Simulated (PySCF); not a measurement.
Dissociation curve of AlN, triplet.

Computed with: UKS-PBE = unrestricted PBE/6-31G (PySCF 2.14.0); UKS-PBE0 = PySCF with unrestricted PBE0/6-31G; UCCSD(T) = CCSD(T) on UHF/6-31G, 6 core orbitals frozen run with PySCF.

Energies relative to the lowest point of each curve near equilibrium, in kJ/mol; the last columns give the difference from UCCSD(T):

```
R / Å  UKS-PBE  UKS-PBE0  UCCSD(T)  UKS-PBE − UCCSD(T)  UKS-PBE0 − UCCSD(T)
-----  -------  --------  --------  ------------------  -------------------
1.45     287.7     292.3     319.0               -31.3                -26.7
1.52     174.1     180.1     200.7               -26.6                -20.5
1.60      88.8      96.1     110.4               -21.7                -14.3
1.67      42.6      50.7      60.5               -17.9                 -9.8
1.75      13.1      21.6      66.8               -53.7                -45.2
1.79       5.3      13.9      46.5               -41.2                -32.6
1.86       0.0       8.4      21.4               -21.4                -13.1
1.88       0.0       7.4      16.4               -16.3                 -9.0
1.95       4.4       1.0       4.3                 0.1                 -3.3
2.09      13.4       0.0       0.0                13.4                  0.0
2.24      26.2      15.9      12.4                13.8                  3.6
2.39         —      40.1      32.4                   —                  7.7
```

UKS-PBE is furthest from UCCSD(T) at 1.75 (-53.7 kJ/mol, below); its mean absolute difference over the points is 23.4 kJ/mol.

UKS-PBE0 is furthest from UCCSD(T) at 1.75 (-45.2 kJ/mol, below); its mean absolute difference over the points is 15.5 kJ/mol.

A dash means that the run gave no value there, or that the column was ended at a point which the program doubted or which failed a test of continuity chosen for this set; such a test can also cut sound points.

The scan ran from 1.45 to 7.10 Å; beyond the distances shown one of the unrestricted levels run for this scan, shown here or not, changes its spin distribution in one step. The unrestricted determinant behind UCCSD(T) is spin-contaminated at 1.67 to 1.79, 2.24 to 2.39 Å (<S²> up to 2.3, against 2.00 for a pure triplet).
